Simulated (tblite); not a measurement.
C10H12O2.
Cartesian coordinates in Å at the GFN2-xTB level; atoms count from 1:
```xyz
24
C10H12O2 angstrom
C      3.551   -0.747    0.999
C      2.593   -0.540    0.312
C      1.413   -0.292   -0.491
C      0.646    0.964   -0.010
C     -0.725    0.391    0.370
O     -1.475    1.194    1.285
C     -1.857    2.395    0.905
O     -1.656    2.931   -0.145
C     -1.471    0.014   -0.919
C     -0.712   -1.243   -1.387
C      0.372   -1.421   -0.317
C     -0.356   -0.977    0.948
H      4.399   -0.927    1.589
H      1.721   -0.201   -1.537
H      0.568    1.730   -0.780
H      1.125    1.404    0.867
H     -2.419    2.859    1.736
H     -2.514   -0.206   -0.692
H     -1.445    0.823   -1.647
H     -0.284   -1.120   -2.382
H     -1.368   -2.113   -1.409
H      0.817   -2.414   -0.294
H     -1.228   -1.581    1.187
H      0.293   -0.903    1.818
```

Computed with GFN2-xTB (tblite): harmonic, unscaled wavenumbers at the GFN2-xTB geometry, gas phase. The method is semi-empirical: single wavenumbers can be off by several per cent or more. One conformer, not necessarily the lowest.

Harmonic wavenumbers (cm⁻¹): 57.1, 73.1, 132.9, 146.7, 186.5, 232.8, 271.1, 332.5, 385.1, 393.6, 421.2, 467.8, 494.4, 538.6, 586.4, 661.5, 670.6, 750.9, 783.0, 821.1, 836.8, 881.4, 931.1, 939.2, 961.9, 980.3, 996.5, 999.7, 1027.5, 1038.0, 1067.0, 1086.5, 1097.9, 1116.9, 1131.2, 1174.1, 1178.0, 1198.4, 1224.7, 1236.4, 1243.2, 1247.8, 1268.4, 1271.5, 1305.7, 1311.2, 1317.1, 1363.0, 1476.3, 1482.0, 1489.0, 1508.4, 1788.5, 2291.4, 2807.8, 2936.8, 2984.5, 2989.2, 2999.8, 3003.5, 3010.1, 3020.4, 3023.4, 3024.7, 3029.3, 3396.6.

A = 1685, B = 722.8, C = 614.2 MHz; mass 164.084 u (most abundant isotopes); point group C1, symmetry number 1.

Task: What is the zero-point energy?

Result: Half the sum of the wavenumbers: 43050 cm⁻¹ = 514.99 kJ/mol.

Task: What is S at 298.15 K and 1 bar for an ideal gas of classical rigid rotors and harmonic oscillators?

Result: Translation 172.47, rotation 127.37, vibration 124.88: S = 424.7 J/(mol K).

Task: And Cp and H(298.15 K) − H(0)?

Result: Cp = 184.22 J/(mol K), of which vibrations give 150.96 (their classical limit is 66 R = 548.8); H(298.15 K) − H(0) = 30.67 kJ/mol without the zero-point energy, 20.75 from vibrations.

Task: Blend soft modes into free rotors: weight 1/[1 + (100 cm⁻¹/ν̃)⁴] for the oscillator and the rest for a rotor with moment μB/(μ + B), μ = h/(8π²ν), B = 10⁻⁴⁴ kg m². What vibrational entropy results?

Result: 117.20 J/(mol K) in place of 124.88, which changes −T·S at 298.15 K by +2.29 kJ/mol.

Task: What must be added to the electronic energy to get the Gibbs energy at 298.15 K and 1 bar?

Result: ZPE + [H(298.15 K) − H(0)] − T·S = 514.99 + 30.67 − 126.63 = 419.03 kJ/mol.

Task: How do the functions run with temperature in this model?

Result: 
| T (K) | S (J/(mol K)) | Cp (J/(mol K)) | H − H(0) (kJ/mol) | G − H(0) (kJ/mol) | ln q(vib) |
| --- | --- | --- | --- | --- | --- |
| 50 | 250.9 | 52.7 | 2.03 | -10.52 | 0.39 |
| 100 | 295.1 | 77.2 | 5.28 | -24.23 | 1.45 |
| 373.15 | 470.9 | 228.6 | 46.17 | -129.55 | 8.80 |
| 500 | 547.2 | 293.7 | 79.46 | -194.16 | 12.57 |
| 750 | 684.6 | 382.2 | 164.88 | -348.55 | 20.14 |
| 1000 | 802.7 | 437.7 | 267.86 | -534.83 | 27.42 |

q(vib) and H(0) count from the zero-point level.

Task: Which modes carry the vibrational entropy at 298.15 K?

Result: 57.1 cm⁻¹: 19.06; 73.1 cm⁻¹: 17.02; 132.9 cm⁻¹: 12.15; 146.7 cm⁻¹: 11.36; 186.5 cm⁻¹: 9.47; 232.8 cm⁻¹: 7.77 J/(mol K); the other 60 give 48.06 together.

Hindered rotation and anharmonicity are outside this model. Other conformers, if any are populated, would add a mixing term that is left out. The structure is chiral; the term R ln 2 for an equal mix with its mirror image is left out.
